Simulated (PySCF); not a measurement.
Excitations are Tamm–Dancoff values on a coarser integration grid. The basis has no diffuse functions, so Rydberg states are missing or too high.

Z-matrix (Å, degrees):
```
C
C 1 1.3768
H 2 1.0784 1 126.62
C 1 1.4341 2 110.26 3 179.99
C 4 1.3529 1 113.59 2 0.00
H 5 1.0773 4 128.47 1 -179.98
H 4 1.0804 5 123.38 6 0.03
B 1 1.5208 2 122.95 3 -0.02
H 8 1.1921 1 120.65 2 -179.99
H 8 1.1923 9 119.46 1 -180.00
S 2 1.6932 3 120.48 1 179.98
```
Charge 0, spin multiplicity 1.

**Question.** Predict the T1 excitation (TDA), brightest of the four lowest singlets (TDA), S1 excitation (TDA), total energy and S1–T1 gap (TDA) from CAM-B3LYP-D3(BJ)/def2-TZVP in PySCF 2.14.0.

**Answer.** 
```json
{
  "T1 excitation (TDA)": "3.49 eV",
  "brightest of the four lowest singlets (TDA)": "5.47 eV",
  "S1 excitation (TDA)": "5.01 eV",
  "total_energy": "-578.4338 Ha",
  "S1–T1 gap (TDA)": "1.52 eV"
}
```
